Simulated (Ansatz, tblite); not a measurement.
Cost and result up the ladder for Hg2TeF2 (the lowest singlet isomer of a short search) (5 atoms). Total charge 0; singlet. Geometry: PBE0-D4/def2-SVP.

```xyz
5

Hg    1.774    0.135    0.556
Hg   -1.847    0.046   -0.252
Te   -0.403    1.012    1.693
F     3.421   -0.518   -0.287
F    -2.945   -0.675   -1.709
```

Ansatz on 4 threads of Arm Neoverse N1 on a shared host; xTB runs through tblite on one thread. Times are rough, summed over both states, and most runs start from the orbitals of an earlier one. PBE0-D4/def2-TZVP serves as the yardstick here, not as an exact answer. Differences are given only for rows in sets of like size (and for xTB, whose basis is part of the method), since another set adds its own error. The other state is a doublet.

In the def2 sets Hg, Te take a core potential; there is no spin–orbit coupling. The xTB rows come from tblite. Correlated methods freeze 6 core orbitals; core or outer-core shells of Hg, Te are correlated, in sets that lack core-valence functions. The rows differ in basis, and correlated rows in double-zeta sets carry the largest basis error. The structure comes from a short search, and lower isomers may exist.

Correlated methods converge slowly with the basis, most of all in double-zeta sets.

Raw xTB energies of ions are shifted by several eV.

| level | functions | vertical IE (eV) | difference from PBE0-D4/def2-TZVP (eV) |
| --- | --- | --- | --- |
| CCSD(T)/def2-SVP | 118 | 8.82 | – |
| GFN1-xTB | 25 | 15.23 | 6.09 |
| PBE-D4/def2-TZVP | 198 | 8.99 | -0.15 |
| r2SCAN-D4/def2-TZVP (with forces) | 198 | 9.06 | -0.08 |
| PBE0-D4/def2-TZVP | 198 | 9.14 | 0.00 |
| GFN2-xTB | 25 | 15.48 | 6.34 |

Question: Estimate how long each takes.

Answer: GFN1-xTB 0.01 s; GFN2-xTB 0.012 s; PBE-D4/def2-TZVP 11 s; PBE0-D4/def2-TZVP 20 s; r2SCAN-D4/def2-TZVP (with forces) 26 s; CCSD(T)/def2-SVP 6.9 min. On shared hardware such times vary by a factor of up to 3.
